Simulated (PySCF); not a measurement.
hydrogen chloride (HCl), singlet, geometry from GFN2-xTB.

The PySCF input:
```python
from pyscf import gto, scf, cc

mol = gto.Mole()
mol.atom = '''
    Cl   -0.000000   -0.000000   -0.070946
    H     0.000000    0.000000    1.206076
'''
mol.basis = 'def2-tzvpp'
mol.charge = 0
mol.spin = 0
mol.verbose = 4
mol.max_memory = 1800
mol.build()

mf = scf.RHF(mol)
mf.kernel()

mycc = cc.CCSD(mf, frozen=5)
mycc.kernel()
et = mycc.ccsd_t()
print('E(CCSD(T)) = %.10f' % (mycc.e_tot + et))
```

Task: What coupled-cluster correlation energy (without the perturbative part) does PySCF with CCSD(T)/def2-TZVPP give?

Result: -0.2242 Eh

Task: Estimate the total energy that CCSD(T)/def2-TZVPP returns for this input.

Result: -460.331256 Ha

Task: Give the MP2 correlation energy at the level CCSD(T)/def2-TZVPP.

Result: -0.2036 Eh

Task: Estimate the T1 diagnostic that CCSD(T)/def2-TZVPP returns for this input.

Result: 0.006

Task: Predict the nuclear repulsion energy from CCSD(T)/def2-TZVPP.

Result: 7.0445 Eh
